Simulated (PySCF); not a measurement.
## UHF on Cl (chlorine, neutral)

Configuration: [Ne] 3s2 3p5, 2P determinant. All numbers are calculated (PySCF 2.14, scalar relativity by spin-free X2C-1e, in x2c-TZVPall (5s5p2d1f, 37 functions)).

* Total energy: -460.887784 hartree
* One-electron energy: -636.8065 hartree
* Hartree (Coulomb) energy: 203.6002 hartree
* Exchange energy: -27.6816 hartree
* ⟨S²⟩: 0.7596
* ⟨L²⟩: 2.035
* Sum of ⟨r⟩: 15.78 bohr
* Sum of ⟨r²⟩: 27.41 bohr²
* Traceless quadrupole moment −½Σ⟨3z² − r²⟩ along its main axis: 1.66 e·bohr²
* Langevin diamagnetic susceptibility: -21.7 ×10⁻⁶ cm³/mol
* Time after the integrals: 0.09 s of wall time on 1 thread of Neoverse-V2 (shared host)

```json
{"shell": "1s α", "electrons": "1", "mean orbital energy (eV)": "-2864.3", "spread (eV)": "0", "rms radius, mean of both spins (bohr)": "0.105"}
{"shell": "1s β", "electrons": "1", "mean orbital energy (eV)": "-2863.9", "spread (eV)": "0", "rms radius, mean of both spins (bohr)": "0.105"}
{"shell": "2s α", "electrons": "1", "mean orbital energy (eV)": "-290.52", "spread (eV)": "0", "rms radius, mean of both spins (bohr)": "0.479"}
{"shell": "2s β", "electrons": "1", "mean orbital energy (eV)": "-290.22", "spread (eV)": "0", "rms radius, mean of both spins (bohr)": "0.479"}
{"shell": "2p α", "electrons": "3", "mean orbital energy (eV)": "-219.89", "spread (eV)": "0.662", "rms radius, mean of both spins (bohr)": "0.451"}
{"shell": "2p β", "electrons": "3", "mean orbital energy (eV)": "-219.33", "spread (eV)": "0.540", "rms radius, mean of both spins (bohr)": "0.451"}
{"shell": "3s α", "electrons": "1", "mean orbital energy (eV)": "-31.042", "spread (eV)": "0", "rms radius, mean of both spins (bohr)": "1.67"}
{"shell": "3s β", "electrons": "1", "mean orbital energy (eV)": "-27.745", "spread (eV)": "0", "rms radius, mean of both spins (bohr)": "1.67"}
{"shell": "3p α", "electrons": "3", "mean orbital energy (eV)": "-14.324", "spread (eV)": "2.140", "rms radius, mean of both spins (bohr)": "2.01"}
{"shell": "3p β", "electrons": "2", "mean orbital energy (eV)": "-13.024", "spread (eV)": "0", "rms radius, mean of both spins (bohr)": "2.01"}
```

Densities and radii are taken from the X2C orbitals without a picture-change correction, which distorts them close to the nucleus.
